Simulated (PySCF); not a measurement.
Computed Raman spectrum (relative Raman activity) of a molecule C₂H₄ClFSi₂. Geometry: PBE-D3(BJ)/def2-SVP. Other conformers were not sampled. All values below come from PySCF with PBE-D3(BJ)/def2-SVP. Frequencies are harmonic and unscaled.

Lines under 2 % of the strongest are left out, and lines within 2 cm⁻¹ are merged.

ν (cm⁻¹): 401 (w), 664 (w), 740 (vw), 783 (vw), 896 (vw), 2083 (m), 2154 (m), 2170 (vs), 3388 (w) (against the strongest line: vs over 80 %, s over 45 %, m over 15 %, w over 4 %, vw less)

Task: Which structure fits?
A. FC1=C(Cl)[SiH2][SiH2]1
B. C#C[Si@H](F)[SiH2]Cl
C. F[Si@@H]1[SiH2]C=C1Cl
D. F[SiH2]C#C[SiH2]Cl

Result: B, C#C[Si@H](F)[SiH2]Cl
